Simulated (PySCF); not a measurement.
Removal energies of Fe⁸⁺ from EOM-IP-GCCSD

Reference: closed-shell Fe⁸⁺, [Ar]; one electron is removed. Calculated with PySCF 2.14, two-component X2C-1e with screened spin-orbit coupling, an even-tempered Gaussian basis (20 s from 0.12 bohr⁻², ratio 2.6; 14 p from 0.16 bohr⁻², ratio 2.6; 6 d from 0.17 bohr⁻², ratio 2.8; 3 f from 6.5 bohr⁻², ratio 2.8); frozen [Ne]; the 58 highest virtual spinors dropped; of the others 56 kept and the rest restored at second order. No Breit or QED terms. Binding energies in eV.

```csv
level,Koopmans,second order,EOM-CCSD
3s1/2,278.43,271.60,269.80
3p1/2,235.61,235.44,235.52
3p3/2,233.54,233.41,233.50
```

In EOM-CCSD the overlap with the one-orbital guess is low for 3s1/2 (weight 0.80). That can mean mixing with two-hole, one-particle states, where second order and EOM-CCSD lose accuracy, or only a rotation among the degenerate components of the shell; the terms of those configurations are not listed.

For comparison, the ionisation energy of Fe⁸⁺ is 233.6 ± 0.4 eV (semi-empirical (NIST evaluation); NIST Atomic Spectra Database, ionization energies).
